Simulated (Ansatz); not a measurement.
Cost and result up the ladder for the cluster Au₄F₃ (7 atoms). Charge 0, multiplicity 2. Geometry: PBE-D4/def2-SVP.

Cartesian coordinates in Å:
```
Au -1.7051 0.3659 1.3906
Au -0.1847 -0.2481 -1.6102
Au 0.9296 0.0840 0.9762
Au 2.8761 -0.3562 -0.7473
F -1.9912 0.0575 -0.6382
F 1.5152 -0.5557 -2.6470
F -1.4397 0.6525 3.2758
```

Ansatz on 4 threads of Intel Xeon 6975P-C on a shared host. Times are rough, and most runs start from the orbitals of an earlier one. r2SCAN0-D4/def2-TZVP serves as the yardstick here, not as an exact answer. Differences are given only for rows in sets of like size (and for xTB, whose basis is part of the method), since another set adds its own error. Binding counts from free atoms at the same level (Au doublet, F doublet; other spins of the atoms weren't run), without zero-point energy or a counterpoise term.

In the def2 sets Au takes a core potential; there is no spin–orbit coupling. Correlated methods freeze 3 core orbitals; core or outer-core shells of Au are correlated, in sets that lack core-valence functions. No other spin state of charge 0 was run. Another isomer (doublet) lies 0.07 eV lower at PBE0-D4/def2-TZVP; other spin states weren't run for this one.

Correlated methods converge slowly with the basis.

```csv
level,functions,wall time,binding energy per atom (eV),difference from r2SCAN0-D4/def2-TZVP (eV)
PBE-D4/def2-SVP,170,2.5 s,2.28,–
PBE-D4/def2-TZVP (with forces),253,4.3 s,2.24,0.28
PBE0-D4/def2-SVP,170,4.3 s,2.00,–
HF/def2-TZVP,253,7.5 s,0.89,-1.07
r2SCAN-D4/def2-TZVP,253,8 s,2.21,0.25
PBE0-D4/def2-TZVP,253,10 s,1.99,0.03
MP2/def2-TZVP,253,11 s,2.10,0.14
B2PLYP/def2-TZVP,253,14 s,1.97,0.01
RPA@PBE/def2-TZVP,253,15 s,1.81,-0.15
r2SCAN0-D4/def2-TZVP,253,16 s,1.96,0.00
```
